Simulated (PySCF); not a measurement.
## From computed data to an observable: entropy of an ideal gas

Ag2, SMILES [Ag][Ag], multiplicity 1.

Geometry: PBE0-D3(BJ)/def2-TZVPD. The multiplicity is an assumed one; other spin states were not compared. The def2 effective core potentials stand for the cores of Ag; spin–orbit coupling is left out.

PySCF with PBE0-D3(BJ)/def2-TZVPD gives the harmonic wavenumbers 181 cm⁻¹ and the rotational temperature 0.0677 K. The molar mass is 215.74 g/mol, the symmetry number 2, the spin multiplicity 1.

Q: Work out the entropy at 298.15 K and 1 atm in the rigid-rotor, harmonic-oscillator model.

A: 
Translation (Sackur–Tetrode at 1 atm): S = R[1.5 ln M + 2.5 ln T − 1.16487] = 175.8 J/(mol K).
Rotation: q = T/(σ θ) = 2200, S = R[ln q + 1] = 72.3 J/(mol K).
Vibration: with u = 1.4388 ν/T, each mode gives R[u/(e^u − 1) − ln(1 − e^−u)]:
| ν (cm⁻¹) | modes | u | S (J/(mol K)) |
|---|---|---|---|
| 181 | 1 | 0.87 | 9.70 |
These are all the modes. Sum 9.7 J/(mol K).
Spin: R ln 1 = 0.0 J/(mol K).
Total 257.8 J/(mol K); the program's own thermochemistry gives 257.8. Translation makes up 68 % and vibration 4 %. Anharmonicity, hindered rotation and orbital degeneracy are left out.
